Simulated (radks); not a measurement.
Values are calculated unless marked as measured or tabulated.
Ni III, configuration [Ar] 3d8. Code: a radial shooting solver on a logarithmic mesh with Libxc functionals. Model: scalar-relativistic Kohn-Sham, exchange-only B88, spin-polarised, spherical densities, finite nucleus; open shells are filled with parallel spins first; Fermi nuclear charge, rms radius 3.7757 fm.

Normalised radial functions P(r) = r R(r), r in bohr:

r         2p down  3s down   3d up
0.006798   0.0297   0.1996  0.0001
0.009822   0.0583   0.2611  0.0002
0.01419    0.1129   0.3265  0.0006
0.02034    0.2106   0.3793  0.0016
0.02939    0.3847   0.3922  0.0044
0.04212    0.6605   0.3215  0.0116
0.06086    1.0687   0.1187  0.0297
0.08794    1.5626  -0.2182  0.0717
0.126      1.9786  -0.5669  0.1568
0.1821     2.0799  -0.6785  0.3139
0.261      1.6906  -0.2861  0.5430
0.3771     0.9567   0.5468  0.8059
0.5449     0.3316   1.2195  0.9813
0.781      0.0615   1.1888  0.9590
1.128      0.0044   0.6557  0.7537
1.63       0.0001   0.2001  0.4747
2.337      0.0000   0.0307  0.2302
3.377      0.0000   0.0017  0.0729

2p down: eigenvalue -862.85 eV, 0 radial nodes, <r> = 0.215 bohr, 90 % of the charge inside 0.352 bohr. 3s down: eigenvalue -128.07 eV, 2 radial nodes at r = 0.0703, 0.300 bohr, <r> = 0.742 bohr, 90 % of the charge inside 1.11 bohr. 3d up: eigenvalue -28.283 eV, 0 radial nodes, <r> = 0.964 bohr, 90 % of the charge inside 1.67 bohr.
